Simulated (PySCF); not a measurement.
1,1,1,2-tetrafluoroethane (C2H2F4), SMILES FC(F)(CF)F.

The structure is a stationary point at PBE-D3(BJ)/def2-SVP.

Method: PySCF with TDDFT-PBE/def2-SVPD.

Vertical excitations.  State labels are in the subgroup Cs.

```tsv
state	symmetry	energy (eV)	λ (nm)	f	main pairs
S1	A'	8.69	143	0.014	HOMO→LUMO 95 %
S2	A"	8.76	142	0.007	HOMO−1→LUMO 97 %
S3	A'	9.11	136	0.010	HOMO→LUMO+1 95 %
S4	A"	9.19	135	0.011	HOMO−1→LUMO+1 97 %
S5	A"	9.77	127	0.002	HOMO−2→LUMO 97 %
S6	A'	10.02	124	0.008	HOMO→LUMO+3 88 %
S7	A"	10.02	124	0.027	HOMO→LUMO+2 91 %
S8	A"	10.12	123	0.016	HOMO−1→LUMO+3 97 %
S9	A"	10.19	122	0.004	HOMO−2→LUMO+1 75 %, HOMO−3→LUMO 22 %
S10	A'	10.22	121	0.063	HOMO−1→LUMO+2 81 %
T1	A'	8.31	149	0	HOMO→LUMO 97 %
T2	A"	8.42	147	0	HOMO−1→LUMO 98 %
T3	A'	8.82	141	0	HOMO→LUMO+1 96 %
T4	A"	8.88	140	0	HOMO−1→LUMO+1 97 %
```
Triplets are in the Tamm–Dancoff approximation, which puts them higher than full response would, so one can lie above its singlet here.
